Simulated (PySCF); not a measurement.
## Dipole response of Al²⁺ (aluminium, charge +2)

[Ne] 3s1, 2S determinant. All numbers are calculated (PySCF 2.14, scalar relativity by spin-free X2C-1e, in dyall-acv3z (19s12p6d4f, 113 functions)). Coupled (time-dependent) response in atomic units; α is the mean over directions.

```tsv
method	mean α (bohr³)	C₆ (like pair)	S(−4)
wB97X-V	14.36	39.50	236.9
```

S(−4) is the Cauchy moment in α(ω) = α(0) + S(−4) ω² + …

α(iu) at wB97X-V:

```csv
u (hartree),α(iu) (bohr³)
0,14.36
0.0500,13.79
0.100,12.34
0.200,8.712
0.300,5.911
0.500,3.029
0.750,1.664
1.00,1.095
1.50,0.6374
2.00,0.4532
3.00,0.2904
5.00,0.1621
```

For an ion, C₆ is the dispersion term alone; charge-induced terms of lower order in 1/R come first.
